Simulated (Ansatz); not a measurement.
Relaxation of Li6⁺ with UKS PBE0/def2-TZVP.

```sh
$ ansatz run in.yaml --threads 4 --pin off --events-out ev --progress --plain --max-ram 3916MiB
```

```yaml
crystal:
  periodic: [false, false, false]
  atoms:
    - {symbol: Li, position_ang: [-1.161700, 2.105430, 0.237740]}
    - {symbol: Li, position_ang: [1.610180, 1.823820, 0.079920]}
    - {symbol: Li, position_ang: [0.029720, -0.026340, 0.054020]}
    - {symbol: Li, position_ang: [2.216280, -1.075930, -0.227380]}
    - {symbol: Li, position_ang: [-0.304600, -2.414520, -0.206880]}
    - {symbol: Li, position_ang: [-2.389880, -0.412470, 0.062570]}
basis:
  gaussian: {orbitals: def2-TZVP}
total_charge: 1
magnetization: {spin_polarized: true, initial_magnetization: 1}
hamiltonian: {xc: pbe0}
scf: {omitted_lower_state_checks: [starts]}
output: {orbitals: {seedname: orbitals}}
relax: {f_tol: 0.02, max_steps: 100}
```

Run time 40 s (4 threads of Arm Neoverse V2 on a shared host).

Positions (Å) and forces (eV/Å) at steps 1, 2, 3, 4, 5, 7, 8, 9, 10, 11, 12, 13, 14, 15, 16, 17, 18, 19, 21 of 21:

```xyz
6
step=1 energy=-1218.0898 eV
Li   -1.162    2.105    0.238   -0.515    1.056    0.109
Li    1.610    1.824    0.080    0.496    0.608    0.018
Li    0.030   -0.026    0.054   -0.010    0.009    0.076
Li    2.216   -1.076   -0.227    0.712   -0.472   -0.098
Li   -0.305   -2.415   -0.207   -0.009   -1.067   -0.106
Li   -2.390   -0.412    0.063   -0.673   -0.134    0.002
6
step=2 energy=-1218.6302 eV
Li   -1.244    2.281    0.257   -0.258    0.568    0.061
Li    1.682    1.926    0.084    0.254    0.359    0.010
Li    0.028   -0.026    0.063   -0.021    0.024    0.047
Li    2.325   -1.162   -0.243    0.378   -0.287   -0.057
Li   -0.296   -2.588   -0.224    0.015   -0.594   -0.059
Li   -2.496   -0.430    0.063   -0.369   -0.070   -0.003
6
step=3 energy=-1218.9104 eV
Li   -1.315    2.466    0.283   -0.091    0.215    0.027
Li    1.736    2.061    0.087    0.091    0.154    0.001
Li    0.027   -0.021    0.077    0.013    0.006    0.022
Li    2.424   -1.282   -0.263    0.131   -0.124   -0.023
Li   -0.273   -2.780   -0.239    0.015   -0.221   -0.020
Li   -2.599   -0.444    0.056   -0.159   -0.029   -0.008
6
step=4 energy=-1218.9743 eV
Li   -1.370    2.646    0.352   -0.019   -0.021    0.004
Li    1.687    2.224    0.079    0.071    0.055   -0.008
Li    0.065   -0.009    0.071    0.014   -0.012    0.020
Li    2.439   -1.475   -0.285    0.077    0.002   -0.009
Li   -0.219   -2.955   -0.223   -0.045   -0.008    0.005
Li   -2.602   -0.432    0.006   -0.098   -0.016   -0.011
6
step=5 energy=-1218.9713 eV rejected
Li   -1.392    2.549    0.380    0.050    0.038    0.006
Li    1.825    2.281    0.017   -0.091   -0.015    0.001
Li    0.093   -0.023    0.200   -0.052    0.016    0.007
Li    2.553   -1.425   -0.321   -0.077   -0.043   -0.003
Li   -0.318   -2.910   -0.196    0.076   -0.016   -0.003
Li   -2.762   -0.472   -0.080    0.094    0.019   -0.007
6
step=7 energy=-1218.9932 eV
Li   -1.374    2.601    0.426    0.011   -0.002    0.010
Li    1.735    2.294   -0.015   -0.024   -0.008   -0.012
Li    0.084   -0.024    0.249   -0.003    0.001    0.025
Li    2.491   -1.484   -0.341   -0.020   -0.003   -0.007
Li   -0.260   -2.949   -0.174    0.011    0.005    0.006
Li   -2.677   -0.438   -0.145    0.025    0.008   -0.021
6
step=8 energy=-1219.0072 eV
Li   -1.371    2.591    0.503    0.006    0.000    0.013
Li    1.709    2.284   -0.099   -0.038   -0.022   -0.018
Li    0.090   -0.037    0.389   -0.006    0.000    0.036
Li    2.473   -1.472   -0.386   -0.029    0.002   -0.011
Li   -0.261   -2.950   -0.125    0.008    0.002    0.007
Li   -2.641   -0.415   -0.283    0.059    0.017   -0.028
6
step=9 energy=-1219.0368 eV
Li   -1.369    2.588    0.576   -0.005   -0.002    0.018
Li    1.656    2.249   -0.199   -0.055   -0.044   -0.025
Li    0.098   -0.057    0.585   -0.012    0.000    0.038
Li    2.432   -1.450   -0.443   -0.037    0.017   -0.014
Li   -0.258   -2.953   -0.082   -0.006   -0.002    0.011
Li   -2.559   -0.378   -0.437    0.114    0.031   -0.027
6
step=10 energy=-1219.0831 eV
Li   -1.376    2.580    0.646   -0.020    0.004    0.024
Li    1.582    2.174   -0.282   -0.056   -0.043   -0.041
Li    0.099   -0.073    0.713   -0.006   -0.005    0.073
Li    2.375   -1.403   -0.483   -0.030    0.018   -0.026
Li   -0.265   -2.952   -0.037   -0.019   -0.012    0.011
Li   -2.414   -0.326   -0.557    0.131    0.038   -0.040
6
step=11 energy=-1219.1418 eV
Li   -1.394    2.581    0.694   -0.026    0.002    0.028
Li    1.500    2.104   -0.354   -0.067   -0.048   -0.053
Li    0.107   -0.087    0.841   -0.001   -0.010    0.095
Li    2.318   -1.368   -0.522   -0.034    0.023   -0.034
Li   -0.280   -2.957   -0.009   -0.029   -0.011    0.015
Li   -2.250   -0.273   -0.650    0.157    0.044   -0.050
6
step=12 energy=-1219.2098 eV
Li   -1.419    2.584    0.734   -0.026   -0.005    0.028
Li    1.417    2.041   -0.421   -0.084   -0.056   -0.053
Li    0.119   -0.101    0.963    0.003   -0.012    0.088
Li    2.265   -1.338   -0.561   -0.050    0.027   -0.035
Li   -0.303   -2.964    0.012   -0.034   -0.002    0.018
Li   -2.079   -0.222   -0.727    0.191    0.048   -0.046
6
step=13 energy=-1219.2817 eV
Li   -1.447    2.585    0.767   -0.024   -0.012    0.023
Li    1.335    1.982   -0.480   -0.093   -0.058   -0.043
Li    0.132   -0.114    1.074    0.004   -0.011    0.062
Li    2.212   -1.311   -0.598   -0.068    0.028   -0.032
Li   -0.331   -2.971    0.031   -0.036    0.007    0.021
Li   -1.901   -0.172   -0.793    0.217    0.046   -0.031
6
step=14 energy=-1219.3488 eV
Li   -1.468    2.574    0.799   -0.035   -0.014    0.018
Li    1.246    1.933   -0.521   -0.066   -0.036   -0.046
Li    0.145   -0.121    1.138    0.003   -0.013    0.075
Li    2.151   -1.295   -0.625   -0.062    0.030   -0.044
Li   -0.356   -2.966    0.058   -0.050    0.001    0.022
Li   -1.719   -0.125   -0.849    0.210    0.033   -0.025
6
step=15 energy=-1219.4103 eV
Li   -1.500    2.557    0.813   -0.035   -0.020    0.012
Li    1.187    1.904   -0.552   -0.040   -0.008   -0.031
Li    0.160   -0.129    1.210    0.001   -0.006    0.063
Li    2.082   -1.269   -0.669   -0.070    0.021   -0.051
Li   -0.399   -2.966    0.084   -0.047   -0.001    0.025
Li   -1.530   -0.097   -0.886    0.190    0.013   -0.019
6
step=16 energy=-1219.4642 eV
Li   -1.537    2.529    0.817   -0.029   -0.031    0.005
Li    1.158    1.909   -0.564   -0.011    0.021   -0.013
Li    0.173   -0.130    1.274   -0.003    0.004    0.049
Li    1.991   -1.246   -0.731   -0.069    0.009   -0.054
Li   -0.447   -2.972    0.120   -0.040    0.001    0.029
Li   -1.337   -0.091   -0.917    0.152   -0.003   -0.015
6
step=17 energy=-1219.5083 eV
Li   -1.581    2.477    0.815   -0.019   -0.035    0.003
Li    1.157    1.951   -0.558    0.002    0.027   -0.004
Li    0.182   -0.121    1.332   -0.005    0.006    0.025
Li    1.889   -1.236   -0.814   -0.044   -0.003   -0.039
Li   -0.502   -2.974    0.175   -0.027    0.009    0.025
Li   -1.145   -0.097   -0.949    0.093   -0.004   -0.010
6
step=18 energy=-1219.5285 eV
Li   -1.665    2.354    0.818    0.017   -0.014    0.002
Li    1.175    2.036   -0.533   -0.022    0.002   -0.001
Li    0.224   -0.104    1.387   -0.026    0.000   -0.071
Li    1.819   -1.281   -0.929   -0.011   -0.009    0.019
Li   -0.596   -2.925    0.274    0.004    0.021   -0.006
Li   -0.957   -0.080   -1.016    0.038    0.001    0.057
6
step=19 energy=-1219.5238 eV rejected
Li   -1.666    2.320    0.850   -0.003   -0.008   -0.005
Li    1.138    2.081   -0.560    0.016    0.003    0.008
Li    0.207   -0.101    1.322    0.058    0.002    0.120
Li    1.809   -1.319   -0.912    0.037   -0.012   -0.005
Li   -0.630   -2.908    0.279   -0.002    0.010    0.002
Li   -0.858   -0.074   -0.979   -0.106    0.005   -0.119
6
step=21 energy=-1219.5318 eV
Li   -1.667    2.317    0.839    0.002   -0.001   -0.001
Li    1.152    2.061   -0.544   -0.001    0.004    0.000
Li    0.232   -0.098    1.347    0.002    0.000    0.003
Li    1.826   -1.310   -0.910    0.000   -0.003    0.001
Li   -0.623   -2.895    0.279    0.000    0.001   -0.001
Li   -0.920   -0.075   -1.011   -0.004   -0.001   -0.003
```

The structure comes from a short search, and lower isomers may exist.
